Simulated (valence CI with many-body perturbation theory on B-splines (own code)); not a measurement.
Values are calculated unless marked as measured or tabulated.
**Level structure of Kr31+**

Method: valence CI with perturbative core correlation (CI+MBPT): three valence electrons over a frozen Dirac-Fock core [He], a basis of 11 s, 11 p, 9 d, 7 f, 5 g, 2 h, 1 i functions for each j, with the one-electron correlation potential Σ1, the two-electron term Σ2, the three-electron term Σ3, Breit, model QED; selected CI, second order for the rest (own B-spline code, finite nucleus).

No measured spectrum was set against this ion. As an estimate, large intervals hold to a few tenths of a per cent, small ones and those within an open d or f shell to about a per cent.

Levels 1 to 45 of 95, with energies above the lowest level, (2s^2 2p1/2) J=1/2. "Leading %" is the weight of the configuration and term that name the level; weights of strongly mixed levels are sums over their largest components and can fall short. In the jj column 3d3/2^4 stands for four electrons in 3d with j = 3/2.

| No. | Configuration | Term | J | E (eV) | Leading % | g | Leading jj |
| --- | --- | --- | --- | --- | --- | --- | --- |
| 1 | 2s2 2p | 2P° | 1/2 | 0.0 | 99 | 0.655 | 2s^2 2p1/2 (99 %) |
| 2 | 2s2 2p | 2P° | 3/2 | 61.1 | 98 | 1.326 | 2s^2 2p3/2 (98 %) |
| 3 | 2s 2p2 | 4P | 1/2 | 86.5 | 82 | 2.489 | 2s 2p1/2^2 (83 %) |
| 4 | 2s 2p2 | 4P | 3/2 | 125.7 | 97 | 1.704 | 2s 2p1/2 2p3/2 (97 %) |
| 5 | 2s 2p2 | 4P | 5/2 | 143.1 | 70 | 1.472 | 2s 2p1/2 2p3/2 (86 %) |
| 6 | 2s 2p2 | 2D | 3/2 | 177.3 | 82 | 0.892 | 2s 2p1/2 2p3/2 (94 %) |
| 7 | 2s 2p2 | 2P | 1/2 | 186.5 | 73 | 1.099 | 2s 2p1/2 2p3/2 (80 %) |
| 8 | 2s 2p2 | 2D | 5/2 | 207.1 | 70 | 1.313 | 2s 2p3/2^2 (86 %) |
| 9 | 2s 2p2 | 2S | 1/2 | 251.6 | 71 | 1.724 | 2s 2p3/2^2 (93 %) |
| 10 | 2s 2p2 | 2P | 3/2 | 252.9 | 82 | 1.249 | 2s 2p3/2^2 (91 %) |
| 11 | 2p3 | 4S° | 3/2 | 279.8 | 50 | 1.560 | 2p1/2^2 2p3/2 (90 %) |
| 12 | 2p3 | 2D° | 3/2 | 326.7 | 56 | 1.294 | 2p1/2 2p3/2^2 (93 %) |
| 13 | 2p3 | 2D° | 5/2 | 338.8 | 100 | 1.192 | 2p1/2 2p3/2^2 (100 %) |
| 14 | 2p3 | 2P° | 1/2 | 363.7 | 99 | 0.655 | 2p1/2 2p3/2^2 (99 %) |
| 15 | 2p3 | 2P° | 3/2 | 410.3 | 62 | 1.258 | 2p3/2^3 (96 %) |
| 16 | 2s2 3s | 2S | 1/2 | 2099.5 | 96 | 1.998 | 2s^2 3s (96 %) |
| 17 | 2s2 3p | 2P° | 1/2 | 2132.9 | 94 | 0.668 | 2s^2 3p1/2 (94 %) |
| 18 | 2s2 3p | 2P° | 3/2 | 2150.0 | 91 | 1.338 | 2s^2 3p3/2 (91 %) |
| 19 | 2s 2p 3s | 4P° | 1/2 | 2165.3 | 92 | 2.505 | 2s 2p1/2 3s (97 %) |
| 20 | 2s 2p 3s | 4P° | 3/2 | 2175.6 | 77 | 1.637 | 2s 2p1/2 3s (86 %) |
| 21 | 2s2 3d | 2D | 3/2 | 2179.6 | 96 | 0.798 | 2s^2 3d3/2 (96 %) |
| 22 | 2s2 3d | 2D | 5/2 | 2184.9 | 96 | 1.198 | 2s^2 3d5/2 (96 %) |
| 23 | 2s 2p 3s | 2P° | 1/2 | 2186.6 | 93 | 0.741 | 2s 2p1/2 3s (92 %) |
| 24 | 2s 2p 3p | 4D | 1/2 | 2194.0 | 74 | 0.220 | 2s 2p1/2 3p1/2 (99 %) |
| 25 | 2s 2p 3p | 4D | 3/2 | 2203.3 | 59 | 1.199 | 2s 2p1/2 3p1/2 (89 %) |
| 26 | 2s 2p 3p | 4P | 3/2 | 2217.7 | 27 | 1.445 | 2s 2p1/2 3p3/2 (96 %) |
| 27 | 2s 2p 3p | 4P | 1/2 | 2218.2 | 62 | 2.156 | 2s 2p1/2 3p1/2 (90 %) |
| 28 | 2s 2p 3s | 4P° | 5/2 | 2224.9 | 97 | 1.592 | 2s 2p3/2 3s (97 %) |
| 29 | 2s 2p 3p | 2P | 1/2 | 2225.1 | 51 | 1.141 | 2s 2p1/2 3p3/2 (86 %) |
| 30 | 2s 2p 3p | 4D | 5/2 | 2226.1 | 69 | 1.375 | 2s 2p1/2 3p3/2 (87 %) |
| 31 | 2s 2p 3p | 2D | 3/2 | 2230.4 | 53 | 1.232 | 2s 2p1/2 3p3/2 (91 %) |
| 32 | 2s 2p 3s | 2P° | 3/2 | 2237.6 | 81 | 1.361 | 2s 2p3/2 3s (95 %) |
| 33 | 2s 2p 3d | 4F° | 3/2 | 2238.1 | 78 | 0.530 | 2s 2p1/2 3d3/2 (95 %) |
| 34 | 2s 2p 3d | 4F° | 5/2 | 2245.3 | 72 | 1.089 | 2s 2p1/2 3d3/2 (53 %) |
| 35 | 2s 2p 3d | 4P° | 5/2 | 2252.4 | 43 | 1.364 | 2s 2p1/2 3d5/2 (68 %) |
| 36 | 2s 2p 3d | 4D° | 3/2 | 2255.6 | 49 | 1.306 | 2s 2p1/2 3d3/2 (63 %) |
| 37 | 2s 2p 3d | 4D° | 1/2 | 2256.1 | 73 | 0.319 | 2s 2p1/2 3d3/2 (88 %) |
| 38 | 2s 2p 3d | 4F° | 7/2 | 2256.6 | 58 | 1.269 | 2s 2p1/2 3d5/2 (88 %) |
| 39 | 2s 2p 3p | 4P | 3/2 | 2262.6 | 51 | 1.594 | 2s 2p3/2 3p1/2 (96 %) |
| 40 | 2s 2p 3p | 4P | 5/2 | 2265.2 | 38 | 1.386 | 2s 2p3/2 3p1/2 (93 %) |
| 41 | 2s 2p 3d | 2D° | 3/2 | 2265.5 | 49 | 0.996 | 2s 2p1/2 3d5/2 (56 %) |
| 42 | 2s 2p 3d | 2F° | 5/2 | 2267.5 | 64 | 1.025 | 2s 2p1/2 3d5/2 (80 %) |
| 43 | 2s 2p 3p | 4D | 7/2 | 2272.9 | 100 | 1.423 | 2s 2p3/2 3p3/2 (100 %) |
| 44 | 2s 2p 3s | 2P° | 1/2 | 2273.2 | 94 | 0.725 | 2s 2p3/2 3s (90 %) |
| 45 | 2s 2p 3s | 2P° | 3/2 | 2275.3 | 85 | 1.324 | 2s 2p3/2 3s (85 %) |

Where two levels of one J and parity lie close, their mixing, g and order are uncertain.

The ionisation energy to 2s2 1S_0 of the next ion comes out as 3753.1 eV (NIST: 3752 ± 2.5 eV (semi-empirical)). All 95 levels together are meant to be complete up to 2416.6 eV.
